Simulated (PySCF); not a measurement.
C3H4Cl2OSi, SMILES C#C[Si](Cl)(Cl)OC.

Coordinates come from a B3LYP-D3(BJ)/def2-SVP optimisation. Other conformers were not sampled.

All values below come from TDDFT-CAM-B3LYP/def2-SVPD run with PySCF.

Vertical excitations. Gas-phase values at a fixed geometry.

```json
[
 {"state": "S1", "energy (eV)": "5.87", "λ (nm)": "211", "f": "0.000", "main pairs": "HOMO→LUMO 56 %, HOMO−1→LUMO+1 22 %"},
 {"state": "S2", "energy (eV)": "6.14", "λ (nm)": "202", "f": "0.000", "main pairs": "HOMO−1→LUMO 41 %, HOMO→LUMO+1 39 %"},
 {"state": "S3", "energy (eV)": "6.15", "λ (nm)": "201", "f": "0.001", "main pairs": "HOMO−1→LUMO+1 57 %, HOMO→LUMO 22 %"},
 {"state": "S4", "energy (eV)": "7.66", "λ (nm)": "162", "f": "0.009", "main pairs": "HOMO−2→LUMO 64 %, HOMO→LUMO 10 %"},
 {"state": "S5", "energy (eV)": "7.84", "λ (nm)": "158", "f": "0.038", "main pairs": "HOMO−2→LUMO+1 59 %, HOMO→LUMO+1 13 %"},
 {"state": "S6", "energy (eV)": "7.93", "λ (nm)": "156", "f": "0.018", "main pairs": "HOMO−3→LUMO 32 %, HOMO−5→LUMO 7 %, HOMO−2→LUMO+2 6 %, HOMO−3→LUMO+1 6 %"},
 {"state": "S7", "energy (eV)": "8.01", "λ (nm)": "155", "f": "0.012", "main pairs": "HOMO−4→LUMO+1 27 %, HOMO→LUMO+2 16 %, HOMO−4→LUMO 8 %, HOMO→LUMO+3 6 %"},
 {"state": "S8", "energy (eV)": "8.09", "λ (nm)": "153", "f": "0.010", "main pairs": "HOMO−3→LUMO+1 43 %, HOMO−3→LUMO 20 %, HOMO−5→LUMO 11 %"},
 {"state": "S9", "energy (eV)": "8.11", "λ (nm)": "153", "f": "0.197", "main pairs": "HOMO−5→LUMO 25 %, HOMO−1→LUMO 14 %, HOMO−3→LUMO+1 13 %, HOMO→LUMO+1 11 %"},
 {"state": "S10", "energy (eV)": "8.18", "λ (nm)": "152", "f": "0.027", "main pairs": "HOMO−4→LUMO 65 %"},
 {"state": "T1", "energy (eV)": "4.81", "λ (nm)": "258", "f": "0", "main pairs": "HOMO−1→LUMO 39 %, HOMO→LUMO+1 33 %"},
 {"state": "T2", "energy (eV)": "5.28", "λ (nm)": "235", "f": "0", "main pairs": "HOMO→LUMO 42 %, HOMO−1→LUMO+1 29 %"},
 {"state": "T3", "energy (eV)": "5.28", "λ (nm)": "235", "f": "0", "main pairs": "HOMO→LUMO+1 38 %, HOMO−1→LUMO 35 %"},
 {"state": "T4", "energy (eV)": "5.92", "λ (nm)": "209", "f": "0", "main pairs": "HOMO−1→LUMO+1 47 %, HOMO→LUMO 32 %"}
]
```
Triplets are in the Tamm–Dancoff approximation, which puts them higher than full response would, so one can lie above its singlet here.
